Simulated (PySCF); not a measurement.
F3Sc, charge +1, doublet, geometry from GFN2-xTB (such geometries of metal compounds can be far from the true shape) (the multiplicity is a formal guess). Base run: PySCF with CAMB3LYP/STO-3G.

Here is a job for PySCF.
```python
from pyscf import gto, scf, dft

mol = gto.Mole()
mol.atom = '''
    Sc   -0.00000000    0.00000000    0.00000000
    F    -1.53811347   -0.95326866    0.06508004
    F    -0.00100793    1.67428990   -0.68956647
    F     1.53912140   -0.72102124    0.62448643
'''
mol.basis = 'sto-3g'
mol.charge = 1
mol.spin = 1
mol.verbose = 4
mol.symmetry = True
mol.build()

mf = dft.UKS(mol)
mf.xc = 'camb3lyp'
mf.kernel()
mf.analyze()
```

The base run was repeated with changes; each row names its change, and settings that it needs were set with it.

| change | ΔE vs base (mEh) | point group used | SCF cycles |
|---|---|---|---|
| base | 0.000 | C2v | 9 |
| irrep_nelec = A1:(11, 12) A2:(1, 1) B1:(8, 6) B2:(4, 4) | 434.3 | C2v | 14 |
| irrep_nelec = A1:(12, 12) A2:(2, 1) B1:(6, 6) B2:(4, 4) | 490.9 | C2v | 14 |
| symmetry_subgroup = Cs | 0.000 | Cs | 9 |
| symmetry = off | 0.000 | C1 | 9 |
| irrep_nelec = A1:(11, 12) A2:(1, 1) B1:(7, 6) B2:(5, 4) | 403.0 | C2v | 18 |
| symmetry_subgroup = C2 | 0.000 | C2 | 9 |
| irrep_nelec = A1:(12, 12) A2:(2, 1) B1:(7, 6) B2:(3, 4) | 484.0 | C2v | 14 |

Open shells are given as the SCF converged; they aren't shown to be the lowest states, and a large step between rows can be another state.
